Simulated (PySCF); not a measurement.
Be(H)(GeH3) (BeGeH4), SMILES [BeH][GeH3].

Coordinates come from a B3LYP-D3(BJ)/def2-TZVP optimisation.

Vertical ionisation energy (IE) and electron affinity (EA) in eV. Rows of orbital energies are one-electron estimates. Where ΔSCF, EOM or ADC give a negative EA the extra electron is unbound and the value depends on the basis.

```csv
level,IE,EA
"−ε(HOMO), −ε(LUMO), r2SCAN/def2-TZVPD (PySCF)",?,?
"−ε(HOMO), −ε(LUMO), PBE0/def2-TZVPD (PySCF)",7.91,1.38
```

### Question
Fill in the missing entries. (The exact figures need the calculation; the answer reports its results.)

### Answer

- −ε(HOMO), −ε(LUMO), r2SCAN/def2-TZVPD (PySCF), IE: 7.04
- −ε(HOMO), −ε(LUMO), r2SCAN/def2-TZVPD (PySCF), EA: 1.80
